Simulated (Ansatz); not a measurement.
The cluster Cd₃: single points at one geometry.

```yaml
crystal:
  periodic: [false, false, false]
  atoms:
    - {symbol: Cd, position_ang: [-0.400145, -1.179799, -1.465511]}
    - {symbol: Cd, position_ang: [0.887870, 1.674795, -0.327977]}
    - {symbol: Cd, position_ang: [-0.487725, -0.494997, 1.793488]}
basis:
  gaussian: {orbitals: def2-TZVP, initial_orbitals: start.molden}
hamiltonian: {xc: {text: "exchange = 0.50*pbe_x + 0.50*exact_x\ncorrelation = pbe_c"}}
scf: {omitted_lower_state_checks: [starts]}
output: {orbitals: {seedname: orbitals}}
```

The file start.molden holds the orbitals of an earlier run on this structure, at another level or in another basis.

```sh
$ ansatz run in.yaml --threads 4 --pin off --events-out ev --progress --plain --max-ram 3916MiB
```

Shortened log:

```
Functional definition: unnamed
1398 factors; their error is unknown
mean field evaluation 1: about -13694.7752 eV, gradient 6.8e0 eV
mean field evaluation 2: about -13694.8763 eV, gradient 1.2e-1 eV
mean field evaluation 4: about -13695.3457 eV, gradient 7.4e-4 eV
mean field evaluation 8: about -13695.3457 eV, gradient 1.4e-5 eV
mean field -13695.34567783 eV, -503.2946706217 hartree, gradient 1.4e-5 eV, S^2 0.000000; 0 other end points of the search recorded, 0 dependent functions left out
reference -13695.34569452 eV, -503.2946712349 hartree; 30, 30 occupied and 90, 90 virtual orbitals, 1398 factors
Total energy: -13695.34569452 eV, -503.2946712349 hartree
Checks for a lower state left out: starts
```

It took 1.4 s on 4 threads of Arm Neoverse V1 on a shared host.

As the first input, with `hamiltonian: {xc: r2scan}`, `output: {forces: true, orbitals: {seedname: orbitals}}` (abridged; 2.4 s):

```
Functional definition: r2SCAN
mean field -13701.44802518 eV, -503.5189277505 hartree, gradient 6.0e-6 eV, S^2 0.000000
Total energy: -13701.44803645 eV, -503.5189281645 hartree
Atom 0 force     0.018815     0.055411     0.068664 eV/Å
Atom 1 force    -0.041680    -0.078638     0.015331 eV/Å
Atom 2 force     0.022864     0.023227    -0.083995 eV/Å
Dipole moment:     0.000007     0.000011    -0.000010 e Å
Checks for a lower state left out: starts
```

The first input with `hamiltonian: {xc: pbe0}` and without the key `scf` (abridged; 1.8 s):

```
Functional definition: PBE0
mean field evaluation 16: about -13696.3500 eV, gradient 1.0e-3 eV
mean field -13696.34997460 eV, -503.3315778472 hartree, gradient 1.8e-5 eV, S^2 0.000000; 1 other end points of the search recorded, 0 dependent functions left out
Total energy: -13696.35000024 eV, -503.3315787895 hartree
```

First input, but with `gaussian: {orbitals: def2-TZVPD, initial_orbitals: start.molden}`, `hamiltonian: {xc: r2scan}` (abridged; 2.1 s):

```
Functional definition: r2SCAN
mean field -13701.44802519 eV, -503.5189277507 hartree, gradient 4.2e-5 eV, S^2 0.000000
Total energy: -13701.44803646 eV, -503.5189281648 hartree
Checks for a lower state left out: starts
```

The first input with `hamiltonian: {xc: pbe}`, `correlation: {method: rpa}` and without the key `output` (abridged; 2.4 s):

```
Functional definition: PBE
mean field -13697.54078782 eV, -503.3753394260 hartree, gradient 1.1e-6 eV, S^2 0.000000
Total energy: -13674.71094350 eV, -502.5363581216 hartree
Checks for a lower state left out: starts
```

The first input with `gaussian: {orbitals: def2-TZVPD, initial_orbitals: start.molden}`, `hamiltonian: {xc: pbe}` (abridged; 0.85 s):

```
Functional definition: PBE
mean field -13697.54078874 eV, -503.3753394595 hartree, gradient 3.2e-5 eV, S^2 0.000000
Total energy: -13697.54082375 eV, -503.3753407462 hartree
Checks for a lower state left out: starts
```

As the first input, with `hamiltonian: {xc: {text: "exchange = 0.90*pbe_x + 0.10*exact_x\ncorrelation = pbe_c"}}` (abridged; 1.1 s):

```
Functional definition: unnamed
mean field -13697.04119968 eV, -503.3569799002 hartree, gradient 5.7e-5 eV, S^2 0.000000
Total energy: -13697.04123090 eV, -503.3569810476 hartree
Checks for a lower state left out: starts
```

Geometry: PBE/def2-TZVP.

In the def2 sets Cd takes a core potential; there is no spin–orbit coupling. Correlated methods freeze no core orbitals; core or outer-core shells of Cd are correlated, in sets that lack core-valence functions. The structure comes from a short search, and lower isomers may exist.
